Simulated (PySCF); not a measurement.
Löwdin shares of the frontier orbitals

Compound: CBr₂ClF.
Cartesian coordinates in Å at the PBE0-D3(BJ)/def2-SVP level; atoms count from 1:
```
atom  x, y, z in Å
F1     0.1567    1.3393    0.4438
C2     0.0456    0.0863    0.0271
Cl3    1.6532   -0.5728   -0.2522
Br4   -0.8725   -0.9325    1.3979
Br5   -0.9830    0.0796   -1.6166
```

Computed, not measured: PySCF, TDDFT CAM-B3LYP/def2-SVPD, vertical, gas phase, core orbitals frozen in the response. The CAM-B3LYP/def2-SVPD calculation is non-relativistic and has no spin–orbit coupling, an omission that weighs most on bromine.

Kohn–Sham orbitals with the atoms that hold most of them (Löwdin shares over 4%, at most four atoms; ? is withheld):

```csv
orbital,ε (eV),atoms
LUMO+2,0.86,"Cl3 55%, C2 25%, Br5 8%, Br4 8%"
LUMO+1,0.16,"Br4 31%, Br5 31%, C2 29%, F1 5%"
LUMO,?,?
HOMO,-9.85,"Br4 45%, Br5 45%, Cl3 9%"
HOMO-1,-10.18,?
HOMO-2,-10.46,"Br5 35%, Br4 34%, Cl3 24%, C2 4%"
HOMO-3,-11.02,"Br5 40%, Br4 40%, C2 13%, Cl3 4%"
```

Question: Which atoms hold the LUMO, and with what shares?

Answer: Br5 (bonded to C) 31%; Br4 (bonded to C) 31%; C2 (bonded to 2 Br, Cl and F) 23%; Cl3 (bonded to C) 12%. By element: bromine 62%, carbon 23%, chlorine 12%.

Question: Give the leading atoms of the HOMO-1.

Answer: Br4 (bonded to C) 41%; Br5 (bonded to C) 41%; Cl3 (bonded to C) 11%; C2 (bonded to 2 Br, Cl and F) 5%. By element: bromine 82%, chlorine 11%, carbon 5%.

Question: What is the LUMO energy, and the HOMO–LUMO gap?

Answer: ε(LUMO) = -1.02 eV; the gap is 8.84 eV (0.3247 hartree).

Question: The HOMO–LUMO gap is 8.84 eV. Where does the response calculation put the lowest singlet, and from which orbitals?

Answer: S1 is at 5.08 eV (f = 0.0042), 3.76 eV below the gap, made of HOMO→LUMO (93%). 

Question: One configuration dominates each of S1, S2, S3 and S8. Which, and how do the shares of the two leading atoms of either orbital change from the occupied to the empty one?

Answer: 
- S1 (5.08 eV, f 0.0042), HOMO→LUMO (93%): Br4 45% → 31%, Br5 45% → 31%
- S2 (5.38 eV, f 0.0050), HOMO-1→LUMO (89%): Br4 41% → 31%, Br5 41% → 31%
- S3 (5.64 eV, f 0.0070), HOMO-2→LUMO (82%): Br5 35% → 31%, Br4 34% → 31%
- S8 (7.26 eV, f 0.020), HOMO-2→LUMO+1 (78%): Br5 35% → 31%, Br4 34% → 31%

Löwdin shares depend on the basis, the more so with diffuse functions.
